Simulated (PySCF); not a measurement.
These 3 structures share the formula C12H10. Level of theory: PBE0-D3(BJ)/def2-SVP geometry optimisation, gas phase in PySCF 2.14.0. Energies are electronic, without zero-point or thermal terms, for one conformer each. No frequencies were run at this level. Point groups hold within 0.08 Å.

Problem. Rank from lowest to highest electronic energy at this level (kcal/mol).
A. `[cH:1]1[cH:2][cH:3][c:4](-[c:5]2[cH:6][cH:7][cH:8][cH:9][cH:10]2)[cH:11][cH:12]1` with C3–C4–C5–C6 -38°
B. acenaphthene (`c1cc2c3c(cccc3c1)CC2`)
C. `[CH2:1]=[CH:2][c:3]1[cH:4][cH:5][cH:6][c:7]2[cH:8][cH:9][cH:10][cH:11][c:12]12` with C1–C2–C3–C4 -36° (1-vinylnaphthalene)

Solution. B (0.0), A (11.1), C (22.3).

As drawn, the highest has a C=C bond outside aromatic rings, which the lowest lacks.

```tsv
SMILES	E (Eh)	E rel (kcal/mol)	dipole (D)	point group	A, B, C (MHz)
c1cc2c3c(cccc3c1)CC2	-462.46561	0.0	0.94	–	1414, 1195, 653.0
c1ccc(-c2ccccc2)cc1	-462.44790	11.1	0.00	D2	2862, 548.3, 476.9
C=Cc1cccc2ccccc12	-462.43010	22.3	0.08	C1	1607, 849.5, 560.9
```

Problem. How do the relative energies change in single points at PBE0/pcSseg-1 (no added dispersion term) on the same geometries?

Solution. 
| SMILES | PBE0-D3(BJ)/def2-SVP (kcal/mol) | PBE0/pcSseg-1 (kcal/mol) | shift |
| --- | --- | --- | --- |
| c1cc2c3c(cccc3c1)CC2 | 0.0 | 0.0 | 0.0 |
| c1ccc(-c2ccccc2)cc1 | 11.1 | 8.3 | -2.8 |
| C=Cc1cccc2ccccc12 | 22.3 | 20.0 | -2.3 |

Each column counts from its own lowest isomer. The order is unchanged; the largest shift is 2.8 kcal/mol.
